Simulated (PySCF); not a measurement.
# Telling isomers of C7H9FO apart by NMR

[PySCF: geometry: PBE0-D3(BJ)/def2-SVP; shielding tensors at PBE0/pcSseg-1 (GIAO); averaged over atoms made equivalent by symmetry, fast rotation or ring inversion; no solvent model; one conformer; non-relativistic Hamiltonian]

Shifts are taken against calculated references (same method and geometry level): $^{1}$H and $^{13}$C against TMS. Splittings of carbon signals by F and P are missing where no couplings were computed. Where no couplings were computed, multiplicities follow the n + 1 count of equivalent neighbours, and m marks all less simple cases (inequivalent or close neighbours, rings, F or P nearby). Shifts are as computed. Against solution values, carbons near 30 ppm lie about +2 ppm off and those near 130 ppm about +5 ppm. Of 1211 compounds with measured shifts, 218 miss one by over three times the rms of a fit or turn the order of signals round; such compounds aren't used in these exercises.

(1) Tabulate the signals of `O=C1C[C@@H]2C[C@H](F)[C@H]1C2`, `O=C[C@@]12CC[C@@H]1C[C@@H]2F` and their relative energies.

(2) What is the quickest way to tell O=C1C[C@@H]2C[C@H](F)[C@H]1C2 from O=C[C@@]12CC[C@@H]1C[C@@H]2F?

## Answers

(1) 
| SMILES | carbon types | δC | δH | E rel. (kcal/mol) |
| --- | --- | --- | --- | --- |
| O=C1C[C@@H]2C[C@H](F)[C@H]1C2 | 1×C 3×CH 3×CH2 | 212.9, 92.8, 57.7, 46.2, 39.6, 38.0, 36.0 | 5.04 (m, 1H), 2.47 (m, 1H), 2.27 (m, 1H), 2.16 (m, 1H), 2.10 (m, 1H), 1.95 (m, 1H), 1.52 (m, 1H), 1.44 (m, 1H), 1.40 (m, 1H) | 0.0 |
| O=C[C@@]12CC[C@@H]1C[C@@H]2F | 1×C 3×CH 3×CH2 | 203.4, 78.7, 54.4, 35.3, 33.4, 28.5, 16.6 | 9.88 (m, 1H), 5.57 (m, 1H), 2.83 (m, 1H), 2.55 (m, 1H), 2.53 (m, 1H), 2.37 (m, 1H), 2.11 (m, 1H), 2.05 (m, 1H), 1.88 (m, 1H) | 38.4 |

Energies are electronic energies at PBE0/pcSseg-1 on these geometries, without zero-point or thermal terms, each for the one conformer computed, which needn't be the lowest.

(2) Both give the same number of carbon signals, with the same numbers of each carbon type, so the positions decide. The first has a ketone carbonyl carbon (C) at 212.9 ppm, the second an aldehyde carbonyl carbon (CH) at 203.4 ppm. In the proton spectra the most deshielded non-exchanging signals are 5.04 (m, 1H) and 9.88 (m, 1H).
